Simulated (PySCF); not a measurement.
Coordinates in bohr (charge 0 multiplicity 1):
```
Tc    0.0657    0.2731    0.1869
N    -0.3388   -2.3414   -1.2040
H    -1.2388   -0.0058    3.0641
H     1.9509    2.0164   -1.9649
H     0.2806    2.3315   -2.3397
H    -2.7102    1.4239   -0.3396
```

Computed with PBE0/[Tc def2-TZVP with ECP28, N def2-TZVP, H def2-TZVP], scalar-relativistic core potentials, density fitting, no spin–orbit coupling, PySCF.

This geometry of H₄TcN is a stationary point at this level.

Q: What is the point group?

A: C1.

Q: Is it a minimum?

A: Yes: all harmonic wavenumbers are real.

Q: List the harmonic modes with their infrared intensities.

A: 
```tsv
symmetry	ω (cm⁻¹)	IR (km/mol)
a	470	22.0
a	595	70.4
a	620	27.7
a	720	39.4
a	757	20.8
a	984	155
a	1034	3.4
a	1239	62.7
a	1858	60.6
a	1939	156
a	2104	39.1
a	2406	266
```

Q: What is the atomisation energy, with and without zero-point energy?

A: 1584 kJ/mol without, 1495 kJ/mol with.

Stability towards spin polarisation was not tested. Other isomers or separated fragments may lie lower.
